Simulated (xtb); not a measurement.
C2H9NOSi, SMILES CC[Si@@H](N)O. All values are semi-empirical tight-binding results from xtb (GFN2-xTB unless named), good for trends rather than for accurate numbers. Geometry: GFN2-xTB. The structure was generated by enumeration; whether it is a known compound was not checked. The values are those of a single conformer.

Optimised geometry:

```xyz
14

C      2.1108    -0.9491     0.2852
C      1.1553     0.1559     0.7170
Si    -0.3784     0.2906    -0.3966
N     -1.2052    -1.2160    -0.3568
O     -1.3781     1.4858     0.1185
H      2.9691    -1.0102     0.9534
H      1.6038    -1.9103     0.2859
H      2.4741    -0.7635    -0.7223
H      1.6955     1.1054     0.7181
H      0.8530    -0.0215     1.7516
H     -0.0211     0.5360    -1.7952
H     -1.2527    -1.7210     0.5134
H     -2.0909    -1.2786    -0.8313
H     -1.0684     2.3812     0.2150
```
Charge 0, spin multiplicity 1.

Computed properties:
```json
{
 "orbital_gap": "6.75 eV",
 "dipole_moment": "1.12 D",
 "zero_point_energy": "70.5 kcal/mol",
 "G − E(el) at 298.15 K (modified RRHO)": "50.4 kcal/mol",
 "static polarisability (D4 model)": "70.1 bohr³",
 "solvation energy, GFN2-xTB/ALPB(water)": "-5.8 kcal/mol",
 "solvation energy, GFN2-xTB/ALPB(acetonitrile)": "-6.5 kcal/mol"
}
```

Computed atomic charges and the Wiberg bond orders between heavy atoms:
charges (e) C1 -0.10, C2 -0.16, Si3 0.54, N4 -0.41, O5 -0.49, H6 0.02, H7 0.03, H8 0.02, H9 0.00, H10 0.02, H11 -0.09, H12 0.16, H13 0.15, H14 0.30. Bond orders C1–C2 1.04, C2–Si3 0.85, Si3–N4 1.12, Si3–O5 1.14.
